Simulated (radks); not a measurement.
The numbers below are computed, except where a source is named.
Isoelectronic series with 4 electrons, all held in the configuration [He] 2s2, which need not be the ground one along the series. Code: a radial shooting solver on a logarithmic mesh with Libxc functionals. Model: scalar-relativistic Kohn-Sham, SCAN, spin-polarised, spherical densities, finite nucleus; meta-GGA in the generalised Kohn-Sham scheme; Fermi nuclear charge, rms radius of each element as measured or else 0.836 A^(1/3) + 0.57 fm. Total energies (hartree) and mean radii <r> (bohr):

ion    E (hartree)       2s       1s
Sb47+  -3294.45115   0.1156  0.02827
I49+   -3572.76644   0.1107  0.02709
Xe50+  -3716.71849   0.1084  0.02652
Cs51+   -3863.9128   0.1061  0.02598
Ba52+   -4014.3804   0.1039  0.02545
La53+   -4168.1608   0.1018  0.02495
Ce54+   -4325.2885  0.09979  0.02445
Pr55+   -4485.8037  0.09782  0.02398
Nd56+   -4649.7440  0.09592  0.02352
Pm57+   -4817.1453  0.09407  0.02307
Sm58+   -4988.0388  0.09228  0.02264
Eu59+   -5162.5047  0.09054  0.02222
Gd60+   -5340.5652  0.08886  0.02181
Tb61+   -5522.3164  0.08722  0.02141
Dy62+   -5707.6811  0.08563  0.02102
Ho63+   -5896.8535  0.08409  0.02065
Er64+   -6089.7998  0.08258  0.02028
Tm65+   -6286.6348  0.08112  0.01992
Yb66+   -6487.3284  0.07970  0.01958
